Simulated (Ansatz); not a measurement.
AlH3O (SMILES [OH][AlH2]) moved off its minimum; all values from Ansatz (a program for electronic structure), cores frozen in correlated methods.
(charge 0, multiplicity 1)
```xyz
5

Al    -0.26140    -0.49398     0.18663
H      0.27795    -1.41836     1.31266
H     -1.72535    -0.94218    -0.62980
O      0.57096     0.93269    -0.33293
H      1.30662     1.25209     0.07988
```

| level | largest force (eV/Å) | on atom | rms difference from CCSD(T)/aug-cc-pV(T+d)Z (eV/Å) | dipole (D) |
|---|---|---|---|---|
| HF/def2-TZVPP | 3.48 | O4 | 0.430 | 1.67 |
| PBE/def2-TZVPP | 4.36 | O4 | 0.151 | 1.50 |
| r2SCAN/def2-TZVPP | 4.17 | O4 | 0.066 | 1.55 |
| B3LYP/def2-TZVPP | 4.12 | O4 | 0.035 | 1.55 |
| wB97M-V/def2-TZVPP | 4.11 | O4 | 0.066 | 1.58 |
| MP2/aug-cc-pV(T+d)Z | 4.13 | O4 | 0.058 | 1.52 |
| CCSD(T)/aug-cc-pV(T+d)Z | 4.11 | O4 | 0.000 | 1.49 |

The differences count from one level among others, with limits of its own. Forces at CCSD(T)/aug-cc-pV(T+d)Z (eV/Å):

```csv
atom,Fx,Fy,Fz
Al1,-1.182,0.173,-1.247
H2,0.213,-0.091,0.296
H3,1.370,0.550,0.689
O4,-3.375,-1.918,-1.354
H5,2.974,1.286,1.617
```
